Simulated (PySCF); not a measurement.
**O(2+): excitation energy**

O(2+) [He] 2s2 2p2 (3P) → O(2+) [He] 2s1 2p3 (5S), as a difference of total energies. Calculation: PySCF 2.14, in dyall-acv3z; the non-relativistic Hamiltonian (point nucleus). Correlated levels: valence and next inner shell: nothing frozen; virtual orbitals above 40 to 60 times the deepest correlated orbital energy dropped. The calculations carry no spin-orbit coupling.

```json
{"method": "UHF", "excitation energy (eV)": "5.475"}
{"method": "MP2 (valence and next inner shell)", "excitation energy (eV)": "6.855"}
{"method": "SCS-MP2 (valence and next inner shell)", "excitation energy (eV)": "7.487"}
{"method": "CCSD (valence and next inner shell)", "excitation energy (eV)": "7.283"}
{"method": "CCSD(T) (valence and next inner shell)", "excitation energy (eV)": "7.323"}
```

Q: How much does correlation contribute at CCSD(T) (valence and next inner shell)?

A: 7.323 − (5.475) = 1.848 eV, measured against UHF.

A first-order spin-orbit estimate (lowest level to lowest level, LS coupling) adds 0.027 eV.
